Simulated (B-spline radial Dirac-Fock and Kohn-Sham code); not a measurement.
# How the levels of vanadium move as electrons are removed

Method: relaxed Dirac-Fock hole states (ΔSCF) with Breit and QED corrections and a finite nucleus. Computed with a B-spline atomic structure program. Each ion is free and in its tabulated ground configuration. Correlation and solid-state effects are left out.

Reference: V¹⁷⁺, [He] 2s2 2p2, with 1s 6347.1 eV. Shifts from it, in eV (a dash: the subshell is empty, belongs to an open shell averaged over j, or its hole state is left out as unreliable):

```tsv
ion	configuration	1s
V¹⁸⁺	[He] 2s2 2p1	+129.8
V¹⁹⁺	[He] 2s2	?
V²⁰⁺	[He] 2s1	–
V²¹⁺	1s2	+502.8
V²²⁺	1s1	+899.1
```

Problem. Give the missing shifts for V¹⁹⁺.

Solution. 1s +263.8 (eV).
